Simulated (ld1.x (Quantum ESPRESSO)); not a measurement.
## Tl (Z = 81), TM: configuration errors across variants

| Quantity | Value |
| --- | --- |
| Element | thallium |
| Generator | ld1.x (Quantum ESPRESSO) 7.5 |
| Type | norm-conserving Troullier–Martins (Kleinman–Bylander form) |
| Functional | PBE |
| Relativity | scalar-relativistic |
| Frozen core | [Xe] 4f14 |
| Valence charge | 13 |
| Reference configuration | 5d10 6s1.5 6p0 (charge +1.5) |
| Partial waves | 6p (bound, empty): rc 2.85 bohr; 5d (bound): rc 1.95 bohr; 6s (bound): rc 2.10 bohr |
| Local potential | the s channel |
| Core correction | none |

All-electron excitation energies from the reference (eV): (1) 5d10 6s2 6p1 -14.424; (2) 5d10 6s2 6p0 -9.257; (3) 5d10 6s1 6p0 11.523; (4) 5d9 6s2 6p1 6.814; (5) 5d9 6s0 6p0 93.452; (6) 5d10 6s2 6p0.5 -12.570; (7) 5d10 6s1 6p1 -0.979.

Errors AE − PS in meV (a dash: test not solved or not reliable):

```tsv
change	(1)	(2)	(3)	(4)	(5)	(6)	(7)	bound ghosts
base	+13	+5.0	-2.0	-145	-64	+9.2	+1.8	none
all radii scaled by about 0.79 (s 1.66, p 2.26, d 1.54 bohr)	+16	+6.4	-0.4	-104	-71	+11	+1.0	none
all radii scaled by about 0.86 (s 1.80, p 2.44, d 1.66 bohr)	+14	+5.5	-1.3	-136	-68	+10	+1.0	none
all radii scaled by about 1.06 (s 2.22, p 3.00, d 2.06 bohr)	+13	+5.1	-1.8	-128	-71	+9.3	+2.0	none
all radii scaled by about 1.25 (s 2.62, p 3.56, d 2.44 bohr)	+11	+5.6	-2.2	-31	-165	+7.8	+0.7	none
all radii scaled by about 1.35 (s 2.84, p 3.86, d 2.64 bohr)	+9.6	+4.7	-5.2	+62	-317	+6.5	-2.7	none
```

Give the same row for: all radii scaled by about 1.17 (s 2.46, p 3.34, d 2.28 bohr).

+13, +5.6, -1.8, -74, -118, +9.0, +1.6; bound ghosts: none.
